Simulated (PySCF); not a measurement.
Vertical excitations of a molecule C4H6F2 from TDA-PBE/def2-SVPD run with PySCF, as energy in eV (oscillator strength): 7.43 (0.012), 7.43 (0.017), 7.81 (0.002), 7.83 (0.008), 8.04 (0.009), 8.11 (0.024), 8.12 (0.001), 8.16 (0.001), 8.49 (0.010), 8.51 (0.022). Lowest triplet (TDA): 7.15 eV. Geometry optimised at PBE0-D3(BJ)/def2-SVP. One conformer was computed; it need not be the lowest.

Problem. Identify the compound among the candidates.
(A) C=C(F)[C@H](C)F
(B) F[C@H]1CC[C@@H]1F
(C) F[C@H]1C[C@@H](F)C1
(D) C=CCC(F)F

Solution. B, F[C@H]1CC[C@@H]1F
